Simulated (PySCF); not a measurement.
Species: ZrBrF3 (singlet state).
Structure used (PBE0-D3(BJ)/def2-SVP), in Å, numbered top down from 1:
```
atom  x, y, z in Å
Zr1    0.0170   -0.0210   -0.1206
Br2   -0.1615   -0.0770    2.3707
F3     1.8357   -0.0488   -0.6234
F4    -0.7717    1.5531   -0.8024
F5    -0.8446   -1.5168   -0.8863
```

The calculation used PySCF, TDDFT wB97X-D/def2-SVPD, vertical, gas phase, core orbitals frozen in the response, def2 core potentials past Kr. Spin–orbit coupling is left out.

Ground-to-excited transition dipoles (e·a0, same axes as the geometry; the sign carries no meaning), for the states with f of 0.002 or more among the lowest 8:

| state | E (eV) | μx | μy | μz |
| --- | --- | --- | --- | --- |
| S4 | 6.668 | -0.049 | -0.016 | 0.727 |
| S5 | 6.893 | 0.136 | 0.032 | 0.008 |
| S6 | 6.895 | -0.033 | 0.139 | 0.000 |
| S7 | 7.035 | 0.153 | 0.012 | 0.033 |
| S8 | 7.037 | -0.011 | 0.155 | 0.007 |

(1) Work out the oscillator strengths.

(2) Which bond between heavy atoms lies closest to the direction of the S4 transition dipole?

(3) How is the summed strength of these states shared among x, y and z?

(4) What peak molar absorption coefficient would the strongest computed level give as a lone Gaussian band 0.5 eV wide at half height?

## Answers

(1) f = (2/3) ΔE |μ|² with ΔE in hartree (27.2114 eV).

| state | \|μ\|² (au) | \|μ\| (D) | f |
| --- | --- | --- | --- |
| S4 | 0.531 | 1.85 | 0.087 |
| S5 | 0.020 | 0.36 | 0.003 |
| S6 | 0.020 | 0.36 | 0.003 |
| S7 | 0.025 | 0.40 | 0.004 |
| S8 | 0.024 | 0.40 | 0.004 |

(2) Zr1–Br2, at 0° from it; next Zr1–F5 and Zr1–F4 at 69°.

(3) (2/3) Σ ΔE μα² gives 0.008 for x, 0.008 for y and 0.087 for z, 0.102 in all.

(4) ε(max) = 2.175×10⁸ f / FWHM, with the width in cm⁻¹. S4: 2.175×10⁸ × 0.0868 / 4033 ≈ 4700 L mol⁻¹ cm⁻¹.

S5/S6 and S7/S8 coincide within about 0.01 eV; within a degenerate level the directions of the single components are arbitrary.

All these states lie below the vertical ionisation energy of 11.78 eV (ΔSCF).
